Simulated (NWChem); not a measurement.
Molecule: Si2H4OClF; SMILES O[Si@@H](Cl)[SiH2]F

```xyz
9

O      1.9171     0.5077    -0.4663
Si     0.5067     0.4747     0.4340
Cl    -0.7718     2.0643    -0.0650
Si    -0.7262    -1.4039    -0.2276
F      0.0532    -2.7989     0.1663
H      2.5690     1.1857    -0.2119
H      0.7941     0.6136     1.9041
H     -2.0553    -1.3911     0.4731
H     -0.9301    -1.3635    -1.7152
```
Atoms are numbered in this order, from 1.

All runs: NWChem. Pople sets run with spherical d functions. Geometry: optimised at PBE-D3(BJ)/def2-SVP. Total energies compare along this basis series because the functional is fixed.

```tsv
level	basis functions	energy (Ha)	highest occupied level (eV)	orbital gap (eV)	dipole (D)
PBE0/STO-3G	41	-1201.9917	-5.06	9.34	2.39
PBE0/3-21G	65	-1209.9378	-8.38	7.79	1.83
PBE0/6-31G*	90	-1216.1607	-8.27	7.62	1.58
PBE0/6-31+G*	110	-1216.1777	-8.47	7.42	1.64
PBE0/6-311G**	138	-1216.2992	-8.46	7.54	1.57
PBE0/6-311++G**	162	-1216.3079	-8.50	7.37	1.65
```
